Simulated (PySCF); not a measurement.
C₄H₆OS, SMILES O=C1CC[C@@H]1S. The structure is a stationary point at PBE0-D3(BJ)/def2-SVP. The structure was generated by enumeration; whether it is a known compound was not checked. One conformer was computed; it need not be the lowest.

Method: PBE0-D3(BJ)/def2-SVP (PySCF).

Harmonic wavenumbers (cm⁻¹): 93, 143, 210, 301, 416, 550, 597, 709, 760, 874, 913, 947, 999, 1051, 1065, 1092, 1184, 1207, 1221, 1240, 1280, 1410, 1465, 1950, 2705, 3088, 3096, 3108, 3160, 3181. Rotational constants (GHz): 4.699, 2.341, 1.674; symmetry number 1.

Q: Work out the zero-point energy and the ideal-gas rigid-rotor harmonic-oscillator thermochemistry at 298.15 K and 1 atm.

A: ZPE = ½ Σ hcν = ½ × 40015 cm⁻¹ = 239.35 kJ/mol. H − E(el) = 258.66 kJ/mol. Entropy in J/(mol K): translation 166.45, rotation 114.05, vibration 55.18, total 335.68. G − E(el) = 158.58 kJ/mol. Cp = 101.92 J/(mol K). Modes under 150 cm⁻¹ make the vibrational entropy uncertain.
